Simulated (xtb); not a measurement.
3-ethenylthietane (C5H8S), SMILES C=CC1CSC1. All values are semi-empirical tight-binding results from xtb (GFN2-xTB unless named), good for trends rather than for accurate numbers. Geometry optimised at GFN2-xTB. Other conformers were not sampled.

Optimised geometry:

Bonded distances (Å): C1–C2 1.320, C1–H7 1.078, C1–H8 1.076, C2–C3 1.492, C2–H9 1.083, C3–C4 1.538, C3–C6 1.537, C3–H10 1.092, C4–S5 1.831, C4–H11 1.089, C4–H12 1.087, S5–C6 1.831, C6–H13 1.087, C6–H14 1.089. Bond angles (°): C2–C1–H7 121.7, C2–C1–H8 122.0, H7–C1–H8 116.3, C1–C2–C3 124.3, C1–C2–H9 120.5, C3–C2–H9 115.1, C2–C3–C4 114.7, C2–C3–C6 114.9, C2–C3–H10 110.0, C4–C3–C6 95.3, C4–C3–H10 110.5, C6–C3–H10 110.6, C3–C4–S5 92.7, C3–C4–H11 113.7, C3–C4–H12 115.9, S5–C4–H11 110.5, S5–C4–H12 113.1, H11–C4–H12 110.0, C4–S5–C6 76.7, C3–C6–S5 92.7, C3–C6–H13 115.9, C3–C6–H14 113.7, S5–C6–H13 113.1, S5–C6–H14 110.5, H13–C6–H14 110.0.

```
Property                                        Value
--------------------------------------  -------------
orbital gap                                   3.18 eV
zero-point energy                       71.8 kcal/mol
G − E(el) at 298.15 K (modified RRHO)   52.3 kcal/mol
static polarisability (D4 model)           77.2 bohr³
solvation energy, GFN2-xTB/ALPB(water)   0.0 kcal/mol
solvation energy, GFN2-xTB/ALPB(thf)    -6.1 kcal/mol
```

Give the atomic charges and the Wiberg bond orders between heavy atoms. (Estimate from the structure and the level; the computed values follow.)

charges (e) C1 -0.09, C2 -0.03, C3 -0.01, C4 0.00, S5 -0.20, C6 0.00, H7 0.04, H8 0.04, H9 0.04, H10 0.04, H11 0.04, H12 0.04, H13 0.04, H14 0.04. Bond orders C1–C2 1.97, C2–C3 1.02, C3–C4 0.98, C4–S5 1.00, C3–C6 0.99, S5–C6 1.00.
